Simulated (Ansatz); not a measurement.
A short molecular-dynamics run on Ga5N4H16⁻, a cluster cut from zinc blende GaN (hydrogen-capped).

```yaml
crystal:
  periodic: [false, false, false]
  atoms:
    - {symbol: N, position_ang: [-1.102745, -1.103783, 0.819376]}
    - {symbol: N, position_ang: [1.301865, -1.293610, -1.145231]}
    - {symbol: N, position_ang: [-1.297139, 1.289312, -1.149996]}
    - {symbol: N, position_ang: [1.100440, 1.105738, 0.819792]}
    - {symbol: Ga, position_ang: [-2.436408, -0.070145, -0.183944]}
    - {symbol: Ga, position_ang: [-0.067999, -2.431121, -0.191110]}
    - {symbol: Ga, position_ang: [0.000143, -0.000556, 2.062992]}
    - {symbol: Ga, position_ang: [2.435333, 0.074560, -0.184219]}
    - {symbol: Ga, position_ang: [0.063665, 2.432243, -0.189904]}
    - {symbol: H, position_ang: [-1.663753, -1.669556, 1.468397]}
    - {symbol: H, position_ang: [0.866646, -0.855877, -1.961349]}
    - {symbol: H, position_ang: [1.966394, -1.956954, -1.554224]}
    - {symbol: H, position_ang: [-1.957926, 1.949080, -1.570644]}
    - {symbol: H, position_ang: [-0.854426, 0.844430, -1.958167]}
    - {symbol: H, position_ang: [1.661030, 1.671647, 1.469052]}
    - {symbol: H, position_ang: [-3.103982, -0.932833, -1.339869]}
    - {symbol: H, position_ang: [-3.382186, 0.756941, 0.774499]}
    - {symbol: H, position_ang: [-0.927606, -3.086215, -1.356445]}
    - {symbol: H, position_ang: [0.751362, -3.387243, 0.763924]}
    - {symbol: H, position_ang: [0.963281, -0.961599, 2.878631]}
    - {symbol: H, position_ang: [-0.960845, 0.958062, 2.883843]}
    - {symbol: H, position_ang: [3.387142, -0.745557, 0.774370]}
    - {symbol: H, position_ang: [3.096094, 0.936418, -1.344683]}
    - {symbol: H, position_ang: [-0.762970, 3.382015, 0.765087]}
    - {symbol: H, position_ang: [0.924572, 3.094605, -1.350167]}
basis:
  gaussian: {orbitals: "6-31G*"}
total_charge: -1
hamiltonian: {xc: {name: BLYP}, dispersion: d3bjatm}
md: {timestep: 0.5 fs, n_steps: 25, ensemble: nvt_langevin, temperature: 1000, initial_velocities: maxwell_boltzmann, friction: 0.01, seed: 355}
scf: {omitted_lower_state_checks: [starts]}
```

```sh
$ ansatz run in.yaml --threads 2 --pin off --events-out ev --progress --plain --max-ram 22528MiB --backend cuda --devices 0, --max-vram 18GiB
```

| step | time (fs) | potential energy (eV) | kinetic (eV) | T (K) |
| --- | --- | --- | --- | --- |
| 0 | 0.0 | -268087.9589 | 3.1022 | 960 |
| 1 | 0.5 | -268087.9069 | 2.9938 | 926 |
| 2 | 1.0 | -268087.7814 | 2.8448 | 880 |
| 3 | 1.5 | -268087.6062 | 2.7038 | 837 |
| 4 | 2.0 | -268087.4223 | 2.5759 | 797 |
| 5 | 2.5 | -268087.2678 | 2.3479 | 727 |
| 6 | 3.0 | -268087.1428 | 2.1683 | 671 |
| 7 | 3.5 | -268087.0276 | 2.2000 | 681 |
| 8 | 4.0 | -268086.9050 | 1.9492 | 603 |
| 9 | 4.5 | -268086.7709 | 1.8572 | 575 |
| 10 | 5.0 | -268086.6242 | 1.6815 | 520 |
| 11 | 5.5 | -268086.4846 | 1.5381 | 476 |
| 12 | 6.0 | -268086.3734 | 1.4745 | 456 |
| 13 | 6.5 | -268086.2984 | 1.3996 | 433 |
| 14 | 7.0 | -268086.2469 | 1.4294 | 442 |
| 15 | 7.5 | -268086.2034 | 1.4687 | 455 |
| 16 | 8.0 | -268086.1686 | 1.4590 | 452 |
| 17 | 8.5 | -268086.1462 | 1.5318 | 474 |
| 18 | 9.0 | -268086.1439 | 1.6382 | 507 |
| 19 | 9.5 | -268086.1537 | 1.6026 | 496 |
| 20 | 10.0 | -268086.1495 | 1.5746 | 487 |
| 21 | 10.5 | -268086.1155 | 1.6088 | 498 |
| 22 | 11.0 | -268086.0503 | 1.4780 | 457 |
| 23 | 11.5 | -268085.9846 | 1.2506 | 387 |
| 24 | 12.0 | -268085.9625 | 1.3844 | 428 |
| 25 | 12.5 | -268085.9903 | 1.3926 | 431 |

Velocities are drawn at the set temperature; a run this short doesn't reach equilibrium. Under Langevin dynamics the printed temperature counts 3N degrees of freedom, so it starts below the set value.

The 6-31G sets use Cartesian d functions. The highest occupied level of an anion often lies above zero with these methods, and sets without diffuse functions describe the outer electron poorly.

Frames (Å, forces in eV/Å):

```xyz
25
time=0.0 fs
N    -1.103   -1.104    0.819   -0.058   -0.059    0.095
N     1.302   -1.294   -1.145    0.013   -0.013   -0.210
N    -1.297    1.289   -1.150   -0.012    0.012   -0.210
N     1.100    1.106    0.820    0.058    0.059    0.095
Ga   -2.436   -0.070   -0.184   -0.358   -0.033   -0.053
Ga   -0.068   -2.431   -0.191   -0.035   -0.356   -0.056
Ga    0.000   -0.001    2.063    0.001   -0.001    0.438
Ga    2.435    0.075   -0.184    0.357    0.035   -0.054
Ga    0.064    2.432   -0.190    0.033    0.357   -0.055
H    -1.664   -1.670    1.468   -0.124   -0.125    0.148
H     0.867   -0.856   -1.961   -0.155    0.155   -0.136
H     1.966   -1.957   -1.554    0.187   -0.187   -0.037
H    -1.958    1.949   -1.571   -0.187    0.186   -0.040
H    -0.854    0.844   -1.958    0.156   -0.156   -0.134
H     1.661    1.672    1.469    0.124    0.126    0.148
H    -3.104   -0.933   -1.340   -0.090   -0.125   -0.168
H    -3.382    0.757    0.774   -0.123    0.120    0.136
H    -0.928   -3.086   -1.356   -0.124   -0.089   -0.170
H     0.751   -3.387    0.764    0.120   -0.125    0.136
H     0.963   -0.962    2.879    0.129   -0.129    0.096
H    -0.961    0.958    2.884   -0.129    0.129    0.097
H     3.387   -0.746    0.774    0.124   -0.120    0.137
H     3.096    0.936   -1.345    0.089    0.124   -0.169
H    -0.763    3.382    0.765   -0.120    0.124    0.136
H     0.925    3.095   -1.350    0.124    0.089   -0.169
25
time=1.5 fs
N    -1.098   -1.103    0.826   -0.807   -0.540    0.465
N     1.304   -1.299   -1.141   -0.463    1.078   -0.880
N    -1.308    1.295   -1.152   -0.286    1.135   -1.201
N     1.117    1.109    0.815   -2.094   -1.660   -1.807
Ga   -2.434   -0.068   -0.187   -0.791    0.122    0.124
Ga   -0.063   -2.424   -0.189   -0.102   -0.501   -0.046
Ga   -0.004   -0.006    2.055   -0.485    0.497    0.129
Ga    2.428    0.076   -0.182    0.603   -0.119   -0.018
Ga    0.067    2.423   -0.184    0.069    0.674   -0.213
H    -1.692   -1.680    1.478    0.449    0.415   -0.425
H     0.944   -0.738   -1.957    0.014   -0.754    0.647
H     1.922   -1.987   -1.560    0.487   -0.278   -0.240
H    -1.925    1.986   -1.661    0.247   -0.502    0.898
H    -0.802    0.933   -1.965    0.196   -0.669   -0.016
H     1.598    1.610    1.478    1.933    1.937    2.285
H    -3.115   -0.910   -1.355   -0.061   -0.142   -0.122
H    -3.443    0.740    0.809    0.295   -0.132   -0.217
H    -0.928   -3.073   -1.358   -0.117   -0.112   -0.118
H     0.781   -3.398    0.760    0.002    0.042   -0.012
H     0.899   -0.934    2.847    0.817   -0.748    0.561
H    -0.951    0.901    2.948   -0.153    0.253   -0.012
H     3.350   -0.742    0.793    0.260   -0.130    0.194
H     3.055    0.949   -1.348    0.126    0.093   -0.199
H    -0.793    3.410    0.688   -0.147    0.146    0.335
H     0.951    3.149   -1.316    0.009   -0.105   -0.113
25
time=3.0 fs
N    -1.095   -1.106    0.832   -1.095   -0.554    0.343
N     1.307   -1.303   -1.139   -0.439    1.763   -1.492
N    -1.321    1.302   -1.155    0.235    1.687   -2.485
N     1.131    1.112    0.809   -1.980   -1.075   -0.942
Ga   -2.431   -0.067   -0.190   -1.133    0.151    0.227
Ga   -0.059   -2.418   -0.188   -0.086   -0.660   -0.005
Ga   -0.007   -0.012    2.047   -0.778    0.795   -0.012
Ga    2.420    0.077   -0.181    0.897   -0.167   -0.065
Ga    0.070    2.415   -0.179    0.062    1.083   -0.272
H    -1.710   -1.682    1.472    0.581    0.500   -0.468
H     1.025   -0.638   -1.945   -0.087   -1.558    1.100
H     1.889   -2.013   -1.580    0.498   -0.095   -0.211
H    -1.886    2.013   -1.744    0.234   -0.857    1.606
H    -0.745    1.011   -1.976   -0.129   -0.949    0.584
H     1.574    1.592    1.536    1.468    1.427    1.583
H    -3.125   -0.899   -1.364   -0.028   -0.129   -0.063
H    -3.494    0.722    0.844    0.613   -0.285   -0.483
H    -0.922   -3.062   -1.362   -0.115   -0.135   -0.072
H     0.815   -3.402    0.763   -0.143    0.208   -0.172
H     0.854   -0.928    2.831    1.277   -1.164    0.858
H    -0.934    0.850    3.005   -0.184    0.365   -0.101
H     3.308   -0.739    0.807    0.435   -0.175    0.290
H     3.017    0.965   -1.359    0.121    0.013   -0.147
H    -0.828    3.434    0.617   -0.123    0.113    0.461
H     0.977    3.204   -1.278   -0.101   -0.301   -0.063
25
time=4.5 fs
N    -1.093   -1.109    0.838   -1.114   -0.386   -0.007
N     1.310   -1.304   -1.139    0.060    1.525   -1.768
N    -1.333    1.314   -1.165    1.256    1.489   -3.073
N     1.142    1.109    0.801   -0.863    0.765    2.113
Ga   -2.429   -0.066   -0.192   -1.307    0.099    0.158
Ga   -0.054   -2.413   -0.187   -0.135   -0.699   -0.062
Ga   -0.009   -0.017    2.040   -0.599    0.613    0.379
Ga    2.413    0.077   -0.179    1.257   -0.329    0.009
Ga    0.072    2.407   -0.173   -0.078    1.561   -0.203
H    -1.722   -1.675    1.460    0.491    0.365   -0.277
H     1.098   -0.575   -1.912   -0.402   -1.818    0.900
H     1.866   -2.039   -1.611    0.201    0.450    0.104
H    -1.837    2.019   -1.799   -0.239   -0.618    1.688
H    -0.688    1.064   -1.977   -0.559   -1.119    1.108
H     1.583    1.609    1.633   -0.069   -0.328   -1.282
H    -3.144   -0.893   -1.374    0.051   -0.076    0.039
H    -3.520    0.702    0.865    0.752   -0.314   -0.588
H    -0.923   -3.047   -1.368   -0.091   -0.143   -0.011
H     0.851   -3.392    0.750   -0.202    0.229   -0.200
H     0.843   -0.955    2.839    1.160   -0.990    0.668
H    -0.924    0.798    3.068   -0.126    0.393   -0.245
H     3.272   -0.731    0.829    0.550   -0.195    0.325
H     2.978    0.978   -1.358    0.168    0.010   -0.200
H    -0.870    3.459    0.565    0.019   -0.042    0.464
H     1.004    3.249   -1.237   -0.180   -0.444   -0.040
25
time=6.0 fs
N    -1.095   -1.111    0.846   -1.088   -0.325   -0.256
N     1.314   -1.305   -1.143    0.485    0.752   -1.357
N    -1.342    1.331   -1.176    1.959    0.841   -2.493
N     1.153    1.105    0.794   -0.637    1.597    3.731
Ga   -2.428   -0.064   -0.195   -1.328    0.064    0.073
Ga   -0.049   -2.409   -0.185   -0.189   -0.657   -0.128
Ga   -0.011   -0.022    2.033   -0.112    0.147    1.079
Ga    2.407    0.077   -0.178    1.638   -0.583    0.220
Ga    0.074    2.400   -0.167   -0.271    2.052   -0.109
H    -1.726   -1.670    1.467    0.428    0.299   -0.215
H     1.159   -0.548   -1.862   -0.815   -1.354    0.071
H     1.854   -2.051   -1.642    0.024    0.777    0.365
H    -1.801    2.007   -1.827   -0.888    0.082    1.241
H    -0.655    1.100   -1.956   -0.532   -1.357    0.989
H     1.597    1.621    1.707   -0.692   -1.088   -2.722
H    -3.155   -0.883   -1.384    0.107   -0.045    0.103
H    -3.515    0.684    0.876    0.748   -0.278   -0.594
H    -0.929   -3.035   -1.364   -0.078   -0.150    0.010
H     0.879   -3.371    0.732   -0.195    0.167   -0.152
H     0.863   -1.005    2.862    0.682   -0.431    0.182
H    -0.925    0.750    3.120   -0.022    0.372   -0.393
H     3.247   -0.725    0.855    0.573   -0.159    0.269
H     2.946    0.981   -1.351    0.233    0.067   -0.318
H    -0.915    3.477    0.531    0.216   -0.235    0.419
H     1.029    3.288   -1.196   -0.247   -0.555   -0.016
25
time=7.5 fs
N    -1.098   -1.117    0.856   -0.764   -0.008   -0.725
N     1.320   -1.307   -1.152    0.714   -0.510   -0.126
N    -1.350    1.350   -1.190    2.294   -0.144   -0.906
N     1.164    1.104    0.795   -0.965    1.644    3.854
Ga   -2.426   -0.062   -0.195   -1.241    0.034   -0.119
Ga   -0.044   -2.405   -0.183   -0.272   -0.610   -0.249
Ga   -0.014   -0.028    2.025    0.376   -0.282    1.754
Ga    2.401    0.077   -0.177    2.077   -0.835    0.465
Ga    0.075    2.395   -0.162   -0.508    2.427   -0.013
H    -1.719   -1.662    1.474    0.091   -0.009    0.084
H     1.204   -0.551   -1.806   -1.274    0.036   -1.363
H     1.844   -2.042   -1.678    0.074    0.683    0.459
H    -1.796    1.993   -1.826   -1.465    0.970    0.323
H    -0.638    1.111   -1.913   -0.215   -1.497    0.331
H     1.599    1.611    1.715   -0.652   -1.062   -2.743
H    -3.166   -0.866   -1.398    0.176   -0.026    0.175
H    -3.497    0.668    0.865    0.633   -0.188   -0.472
H    -0.946   -3.024   -1.352   -0.049   -0.144    0.020
H     0.896   -3.348    0.711   -0.122    0.049   -0.048
H     0.904   -1.060    2.889    0.166    0.140   -0.286
H    -0.924    0.721    3.156    0.085    0.317   -0.521
H     3.236   -0.723    0.890    0.460   -0.019    0.057
H     2.929    0.984   -1.352    0.237    0.050   -0.329
H    -0.972    3.480    0.510    0.431   -0.396    0.368
H     1.044    3.320   -1.159   -0.285   -0.624    0.009
25
time=9.0 fs
N    -1.103   -1.125    0.866   -0.543    0.186   -0.991
N     1.325   -1.310   -1.165    0.717   -1.295    0.835
N    -1.356    1.365   -1.205    1.955   -0.701    0.722
N     1.176    1.105    0.802   -1.745    1.071    2.787
Ga   -2.423   -0.060   -0.196   -1.063   -0.021   -0.356
Ga   -0.037   -2.399   -0.181   -0.428   -0.548   -0.438
Ga   -0.017   -0.035    2.018    0.733   -0.570    2.210
Ga    2.395    0.076   -0.175    2.452   -1.105    0.690
Ga    0.076    2.391   -0.156   -0.762    2.607    0.052
H    -1.713   -1.660    1.491   -0.088   -0.165    0.200
H     1.237   -0.554   -1.777   -1.554    1.253   -2.323
H     1.837   -2.020   -1.720    0.232    0.337    0.446
H    -1.819    1.997   -1.813   -1.485    1.292   -0.316
H    -0.629    1.089   -1.855    0.232   -1.504   -0.649
H     1.586    1.582    1.674   -0.071   -0.425   -1.604
H    -3.174   -0.845   -1.411    0.224   -0.036    0.209
H    -3.466    0.651    0.844    0.398   -0.027   -0.229
H    -0.959   -3.006   -1.342   -0.035   -0.146    0.018
H     0.906   -3.328    0.680    0.022   -0.123    0.124
H     0.952   -1.111    2.909   -0.207    0.523   -0.588
H    -0.916    0.695    3.186    0.148    0.284   -0.607
H     3.239   -0.729    0.925    0.279    0.167   -0.220
H     2.919    0.980   -1.357    0.235    0.038   -0.316
H    -1.029    3.468    0.494    0.615   -0.481    0.346
H     1.049    3.330   -1.129   -0.263   -0.609   -0.003
25
time=10.5 fs
N    -1.111   -1.134    0.873   -0.341    0.325   -1.162
N     1.332   -1.314   -1.176    0.326    0.138    0.271
N    -1.357    1.378   -1.220    1.365   -0.534    1.028
N     1.184    1.104    0.814   -3.273   -0.588   -0.223
Ga   -2.420   -0.056   -0.197   -0.743   -0.170   -0.668
Ga   -0.032   -2.392   -0.179   -0.570   -0.579   -0.651
Ga   -0.020   -0.043    2.012    0.964   -0.718    2.514
Ga    2.391    0.074   -0.174    2.650   -1.193    0.726
Ga    0.079    2.387   -0.149   -0.987    2.582    0.072
H    -1.705   -1.667    1.508   -0.220   -0.253    0.255
H     1.241   -0.531   -1.795   -1.456    0.416   -1.461
H     1.838   -1.985   -1.759    0.474   -0.168    0.260
H    -1.876    2.014   -1.806   -0.601    0.562   -0.124
H    -0.618    1.035   -1.813    0.029   -1.133   -1.107
H     1.560    1.548    1.605    1.397    1.226    1.396
H    -3.180   -0.818   -1.417    0.242   -0.095    0.162
H    -3.432    0.619    0.812    0.011    0.262    0.190
H    -0.966   -2.995   -1.341   -0.001   -0.121    0.061
H     0.917   -3.314    0.653    0.136   -0.245    0.254
H     0.993   -1.155    2.920   -0.444    0.736   -0.751
H    -0.903    0.675    3.212    0.185    0.251   -0.679
H     3.247   -0.731    0.954    0.136    0.289   -0.433
H     2.918    0.976   -1.370    0.202   -0.012   -0.211
H    -1.071    3.438    0.492    0.707   -0.474    0.350
H     1.056    3.321   -1.092   -0.187   -0.505   -0.070
25
time=12.5 fs
N    -1.122   -1.140    0.877   -0.054    0.404   -1.322
N     1.342   -1.317   -1.193   -0.367    2.465   -0.911
N    -1.355    1.389   -1.238    1.134   -0.409    0.367
N     1.184    1.096    0.827   -3.880   -1.338   -1.449
Ga   -2.417   -0.051   -0.198   -0.351   -0.399   -1.059
Ga   -0.025   -2.382   -0.177   -0.660   -0.782   -0.857
Ga   -0.025   -0.053    2.007    1.197   -0.685    2.694
Ga    2.388    0.071   -0.171    2.698   -1.145    0.506
Ga    0.082    2.381   -0.140   -1.182    2.505    0.011
H    -1.689   -1.678    1.526   -0.379   -0.340    0.300
H     1.199   -0.489   -1.856   -0.929   -1.492    0.274
H     1.861   -1.949   -1.789    0.646   -0.530   -0.010
H    -1.971    2.044   -1.788    0.979   -0.790    0.371
H    -0.606    0.932   -1.795   -1.214   -0.011   -0.846
H     1.581    1.542    1.575    1.968    1.880    2.536
H    -3.184   -0.796   -1.419    0.253   -0.137    0.101
H    -3.392    0.582    0.788   -0.507    0.630    0.721
H    -0.977   -2.994   -1.343    0.092   -0.041    0.170
H     0.931   -3.320    0.625    0.149   -0.236    0.291
H     1.025   -1.191    2.907   -0.589    0.823   -0.791
H    -0.879    0.670    3.224    0.168    0.211   -0.684
H     3.262   -0.715    0.981    0.031    0.325   -0.583
H     2.912    0.976   -1.387    0.176   -0.070   -0.055
H    -1.108    3.388    0.508    0.759   -0.435    0.330
H     1.070    3.316   -1.048   -0.137   -0.402   -0.105
```

It took 65 s on 2 threads of AMD EPYC 7R13 on a shared host and a share (18 GiB) of an NVIDIA H100 80GB HBM3, peak host memory 1 GiB.
